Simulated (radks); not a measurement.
Results of a calculation; reference values are marked as such.
Q: Species: the tungsten ion W68+. Configuration: [He] 2s2 2p2. Code: a radial shooting solver on a logarithmic mesh with Libxc functionals. Model: Dirac Kohn-Sham, exchange-only PBE, spin-unpolarised, spherical densities, finite nucleus; open shells fill j = l - 1/2 first; Fermi nuclear charge, rms radius 5.3658 fm. Some entries of the table are withheld. Estimate them.

orbital,occ.,eigenvalue (eV),<1/r> (bohr^-1),<r> (bohr)
1s1/2,2,(1),(2),(3)
2s1/2,2,-18586.66,22.02,(4)
2p1/2,2,-18291.30,(5),0.06111
2p3/2,0,-16813.09,(6),0.06846

A: 
(1) 1s1/2 eigenvalue (eV): -76923.01
(2) 1s1/2 <1/r> (bohr^-1): 87.20
(3) 1s1/2 <r> (bohr): 0.01830
(4) 2s1/2 <r> (bohr): 0.07436
(5) 2p1/2 <1/r> (bohr^-1): 21.91
(6) 2p3/2 <1/r> (bohr^-1): 18.45
